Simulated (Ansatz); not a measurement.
Diatomic ZrO, closed-shell singlet (the spin of the measured ground state). No spin–orbit coupling.

The constants come from a fifth-degree fit in 1/R (seven points, main isotopes). Runs in def2 and cc sets follow the lowest solution found near the PBE0 minimum. The singlet is held restricted.

Correlated levels freeze the inner cores; with def2 sets outer-core shells near the valence are correlated too. CBS(a, b) extrapolates the correlation energy as X⁻³ and adds the Hartree–Fock energy of set b.

Run with Ansatz (a quantum-chemistry and plane-wave program) with Gaussian orbitals. Values without a source in brackets are computed. In def2 rows elements past Kr take small-core potentials, without spin–orbit coupling.

Doubts at one or more of the structures used: a restricted determinant that unrestricted orbitals would lower (B2PLYP/def2-TZVPP, CCSD(T)/def2-TZVPP, CCSD(T)/def2-QZVPP, CCSD(T)/CBS(def2-TZVPP, def2-QZVPP)).

Quantity: ω_e, from seven points a level.

Costs are ratios of core time to PBE/def2-TZVPP (roughly 7 s), for whole runs (searches for the state included, and forces where a run took them) on one shared machine, so rough; each error counts from the measured 969.76 cm⁻¹ [Huber and Herzberg (1979), NIST Chemistry WebBook].

```tsv
level	basis functions	cost
SVWN5/def2-TZVPP	87	×0.6
B3LYP/def2-TZVPP	87	×0.9
PBE/def2-TZVPP	87	×1
CAM-B3LYP/def2-TZVPP	87	×1
B2PLYP/def2-TZVPP	87	×1
r2SCAN/def2-TZVPP	87	×2
wB97M-V/def2-TZVPP	87	×3
B97M-V/def2-TZVPP	87	×3
wB97X-V/def2-TZVPP	87	×3
CCSD(T)/def2-TZVPP	87	×3
CCSD(T)/def2-QZVPP	138	×20
CCSD(T)/CBS(def2-TZVPP, def2-QZVPP)	-	×20
```

Question: Which is the cheapest listed level whose error stays within 10 cm⁻¹?

Answer: B2PLYP/def2-TZVPP (2 cm⁻¹, cost ×1).

Question: With a budget of 10 times the cost of PBE/def2-TZVPP, which level comes closest?

Answer: B2PLYP/def2-TZVPP, at 2 cm⁻¹; next is CCSD(T)/def2-TZVPP at 11 cm⁻¹.

Question: What does the step from CCSD(T)/def2-TZVPP to CCSD(T)/def2-QZVPP cost and buy?

Answer: 87 to 138 functions, cost ×5 (rough); the error goes from 11 to 9 cm⁻¹.

Each error (cm⁻¹): SVWN5/def2-TZVPP 47; B3LYP/def2-TZVPP 41; PBE/def2-TZVPP 18; CAM-B3LYP/def2-TZVPP 68; B2PLYP/def2-TZVPP 2; r2SCAN/def2-TZVPP 45; wB97M-V/def2-TZVPP 72; B97M-V/def2-TZVPP 47; wB97X-V/def2-TZVPP 77; CCSD(T)/def2-TZVPP 11; CCSD(T)/def2-QZVPP 9; CCSD(T)/CBS(def2-TZVPP, def2-QZVPP) 13.
